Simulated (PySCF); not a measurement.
# Atomic charges by several schemes

Species: CH₇NO₂Si.
Z-matrix (Å and degrees, PBE0-D3(BJ)/def2-SVP geometry), rows numbered from 1:
```
C 
N   1  1.4425
Si  2  1.7116  1  126.56
O   3  1.6578  2  111.37  1  -118.02
O   3  1.6674  2  113.71  1   126.50
H   1  1.1050  2  112.88  3   112.16
H   1  1.1052  2  112.61  3  -125.87
H   1  1.1008  2  109.78  3    -6.89
H   2  1.0145  1  114.17  3  -167.37
H   3  1.4889  2  105.31  1     4.02
H   4  0.9621  3  114.30  2  -138.75
H   5  0.9609  3  115.86  2   -46.37
```

Density: PBE0/pcSseg-1 (PySCF); schemes: Mulliken, IAO, Hirshfeld and ESP-fitted. Isolated species at its PBE0-D3(BJ)/def2-SVP geometry (one conformer only).

Problem. Tabulate the Mulliken, IAO, Hirshfeld and ESP-fitted charges.

Solution. In e; atoms taken as equivalent share a row and are averaged (×n: the atom named and its like, n in all):

```tsv
atom	environment	Mulliken	IAO	Hirshfeld	ESP-fitted
C1	N-methyl carbon	-0.093	-0.284	-0.064	-0.029
N2	silicon-bound nitrogen	-0.707	-0.690	-0.245	-0.617
Si3	oxygen-bound silicon	+1.099	+1.373	+0.474	+0.903
O4/O5	silanol oxygen	-0.572	-0.798	-0.326	-0.735
H6/H7/H8	methyl hydrogen	+0.110	+0.134	+0.039	+0.054
H9	N–H hydrogen	+0.202	+0.260	+0.120	+0.323
H10	Si–H hydrogen	-0.190	-0.192	-0.090	-0.147
H11/H12	hydroxyl hydrogen	+0.251	+0.364	+0.171	+0.437
```

Mean size of the charges over all atoms: IAO 0.461 e, ESP-fitted 0.377 e, Mulliken 0.356 e, Hirshfeld 0.175 e. Each set sums to the total charge, 0, to within 0.001 e. The Hirshfeld scheme weights the molecular density at each point by an atom's share of the summed free-atom densities. The Mulliken scheme counts on each atom the diagonal of the density matrix times the overlap matrix over that atom's basis functions.

Some averages cover members that differ in this geometry: H11/H12, ESP-fitted +0.412 to +0.461; H6/H7/H8, ESP-fitted +0.033 to +0.067 e.

Lowest charge. The schemes don't all agree: Mulliken N2 (-0.707); IAO O4/O5 (-0.798); Hirshfeld O4/O5 (-0.326); ESP-fitted O4/O5 (-0.735).

Highest charge. All schemes agree: Mulliken Si3 (+1.099); IAO Si3 (+1.373); Hirshfeld Si3 (+0.474); ESP-fitted Si3 (+0.903).

Problem. How closely do the schemes follow one another over all atoms?

Solution. Correlation coefficient and root-mean-square difference: IAO with Hirshfeld 0.99, 0.369 e; Hirshfeld with ESP-fitted 0.99, 0.266 e; Mulliken with IAO 0.99, 0.143 e; Mulliken with Hirshfeld 0.98, 0.253 e; IAO with ESP-fitted 0.97, 0.167 e; Mulliken with ESP-fitted 0.96, 0.129 e.

Problem. Sum the charges by element, for elements with more than one atom.

Solution. 
| element | atoms | Mulliken | IAO | Hirshfeld | ESP-fitted |
| --- | --- | --- | --- | --- | --- |
| O | 2 | -1.144 | -1.597 | -0.652 | -1.470 |
| H | 7 | +0.845 | +1.198 | +0.487 | +1.213 |
